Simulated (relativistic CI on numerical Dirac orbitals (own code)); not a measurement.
**Sc⁺ in a cubic cluster: L2,3 absorption with charge transfer**

Computed with a charge-transfer multiplet model of a cubic metal-ligand cluster with up to one ligand hole, Slater and spin-orbit integrals from Dirac-Coulomb-Breit ions, Slater integrals scaled by 0.9. The parameters are those of a tetrahedral site (10Dq negative, t2 hopping the larger). The ground state mixes d2 with configurations of k ligand holes L, whose averages lie at kΔ + k(k − 1)U_dd/2; a core hole lowers each added d electron by U_cd. 300 K, Lorentzian 0.4 eV and Gaussian 0.3 eV FWHM.

Atomic integrals in eV (Slater integrals scaled, ζ unscaled), ground: F2dd 5.299, F4dd 3.246, zeta_d 0.005; with the core hole: F2dd 6.374, F4dd 3.923, zeta_d 0.011, zeta_core 3.011, F2cd 3.248, G1cd 2.202, G3cd 1.246.

Cluster parameters (eV): U_dd = 5.3, U_cd = 6, 10Dq = -0.5, 10Dq(ligand) = 0, V(eg) = 0.88, V(t2g) = -1.49, final-state hopping factor = 0.8.

| Case | n_d | d2 | d3L | S |
| --- | --- | --- | --- | --- |
| Δ = 7.8 eV | 2.14 | 0.86 | 0.14 | 1.00 |
| Δ = 9.8 eV | 2.11 | 0.89 | 0.11 | 1.00 |
| Δ = 10.8 eV | 2.09 | 0.91 | 0.09 | 1.00 |

Weights, n_d and S are thermal averages at 300 K. Photon energies count from the first peak over 30 % of the highest in each spectrum, which can be another peak from case to case. The parameters are a model scan and need not match a compound or its usual spin state. Peaks in eV (height, largest 100):
- Δ = 7.8 eV: 0.0 (100), 3.3 (43), 3.8 (54), 4.8 (63)
- Δ = 9.8 eV: 0.0 (100), 3.3 (43), 3.8 (53), 4.8 (63)
- Δ = 10.8 eV: 0.0 (100), 3.3 (43), 3.9 (53), 4.9 (63)

Curve for Δ = 7.8 eV (points under 2 left out, the grid thinned):

```csv
E (eV),Intensity
-2.7,2.1
-2.5,2.8
-2.2,4.2
-2.0,6.0
-1.8,9.0
-1.6,10.9
-1.3,14.2
-1.1,20.4
-0.9,24.7
-0.7,29.4
-0.4,54.7
-0.2,84.0
0.0,100.0
0.3,68.8
0.5,45.6
0.7,32.8
0.9,27.3
1.2,23.2
1.4,21.0
1.6,17.5
1.8,14.4
2.1,12.2
2.3,11.8
2.5,14.2
2.8,22.9
3.0,33.2
3.2,42.6
3.4,43.3
3.7,51.9
3.9,51.4
4.1,42.7
4.3,38.7
4.6,50.9
4.8,62.8
5.0,56.2
5.3,30.2
5.5,19.6
5.7,13.6
5.9,9.6
6.2,6.0
6.4,4.9
6.6,3.9
6.8,3.2
7.1,2.5
7.3,2.0
```

For the case Δ = 9.8 eV, Δ = 9.8 eV is larger than U_dd = 5.3 eV, the Mott-Hubbard side of the Zaanen-Sawatzky-Allen scheme. With the core hole the configuration with one ligand hole lies at Δ + U_dd − U_cd = 7.1, 9.1, 10.1 eV from the one without, in the order of the table; where this is negative the screened configuration lies lower.

With at most 1 ligand hole the space is cut while the next configuration still counts, so covalency is underestimated, and a final configuration with one more ligand hole, which can lie low, is missing from the spectra.
